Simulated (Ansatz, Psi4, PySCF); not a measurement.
HBr$_{2}$ClOSi (SMILES O[Si](Cl)(Br)Br), singlet, at a GFN2-xTB geometry, atoms displaced at random by about 0.08 Å a coordinate. Base run: PySCF with HF/STO-3G, gradient.

The PySCF input:
```python
from pyscf import gto, scf

mol = gto.M(
    atom='''
O    -1.66755329   -0.71114409   -1.20040787
Si   -0.47124130   -0.47455418    0.05451016
Cl   -0.66476911   -1.41719625    1.78130996
Br    1.42282920   -0.81561365   -0.95009510
Br   -0.40137696    1.80543313    0.48461477
H    -2.58994781   -0.56865133   -0.88486163
''',
    basis='sto-3g',
    verbose=4,
)

mf = scf.RHF(mol)
mf.kernel()
g = mf.nuc_grad_method()
grad = g.kernel()
```

Programs used: Ansatz (a program for electronic structure), Psi4, PySCF; a row that names a program was run with it.

The coordinate followed is y of atom 4.

The base run was repeated with changes; each row names its change, and settings that it needs were set with it.

```json
[
 {"change": "base", "dE/dx (Eh/bohr)": "0.013035", "net force (Eh/bohr)": "0.000000"},
 {"change": "finite difference step (bohr) = 0.01; conv_tol = 1e-11", "dE/dx (Eh/bohr)": "0.013035", "net force (Eh/bohr)": "-"},
 {"change": "finite difference step (bohr) = 1e-5; conv_tol = 1e-11", "dE/dx (Eh/bohr)": "0.013035", "net force (Eh/bohr)": "-"},
 {"change": "code = psi4", "dE/dx (Eh/bohr)": "0.013040", "net force (Eh/bohr)": "0.000000"},
 {"change": "density fitting = on", "dE/dx (Eh/bohr)": "0.013040", "net force (Eh/bohr)": "0.000000"},
 {"change": "density fitting = on; auxbasis_response = off", "dE/dx (Eh/bohr)": "0.013082", "net force (Eh/bohr)": "0.003228"},
 {"change": "finite difference step (bohr) = 1e-3; conv_tol = 1e-11", "dE/dx (Eh/bohr)": "0.013035", "net force (Eh/bohr)": "-"},
 {"change": "conv_tol = 1e-4", "dE/dx (Eh/bohr)": "0.013051", "net force (Eh/bohr)": "0.000000"},
 {"change": "finite difference step (bohr) = 1e-4; conv_tol = 1e-11", "dE/dx (Eh/bohr)": "0.013035", "net force (Eh/bohr)": "-"},
 {"change": "conv_tol = 1e-6", "dE/dx (Eh/bohr)": "0.013036", "net force (Eh/bohr)": "0.000000"},
 {"change": "conv_tol = 1e-11", "dE/dx (Eh/bohr)": "0.013035", "net force (Eh/bohr)": "0.000000"},
 {"change": "code = ansatz", "dE/dx (Eh/bohr)": "0.013036", "net force (Eh/bohr)": "0.000000"}
]
```

The net force is zero for an exact gradient.
